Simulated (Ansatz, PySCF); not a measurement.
Spin gap between two states, R1 and P1; the higher of the two is an excited state, each structure at its B3LYP-D3(BJ)/def2-TZVP stationary point, reached from a drawn start (curvature not checked).
R1, S2 (SMILES S=S) (charge 0, multiplicity 3):
```json
[
 {"atom": "S", "x (Å)": "0.0000", "y (Å)": "0.0000", "z (Å)": "-0.9518"},
 {"atom": "S", "x (Å)": "0.0000", "y (Å)": "0.0000", "z (Å)": "0.9518"}
]
```
P1, S2 (SMILES S=S) (charge 0, multiplicity 1):
```
atom   x (Å)   y (Å)    z (Å)
----  ------  ------  -------
S     0.0000  0.0000  -0.9528
S     0.0000  0.0000   0.9528
```

P less R. No zero-point or thermal terms; singlets are restricted closed shells; open shells are unrestricted; no spin–orbit coupling.

Correlated levels freeze the cores.

The values were computed with Ansatz (a program for electronic structure); PySCF for the D3/D4 terms. Each number belongs to the level named beside it.

**Question.** Give the spin gap at the level CCSD(T)/cc-pV(T+d)Z.

**Answer.** 17.8 kcal/mol

**Question.** Give the spin gap at the level wB97M-V/def2-TZVPP.

**Answer.** 19.0 kcal/mol

**Question.** What spin gap does BHLYP-D3(BJ)/def2-TZVPP give?

**Answer.** 25.4 kcal/mol
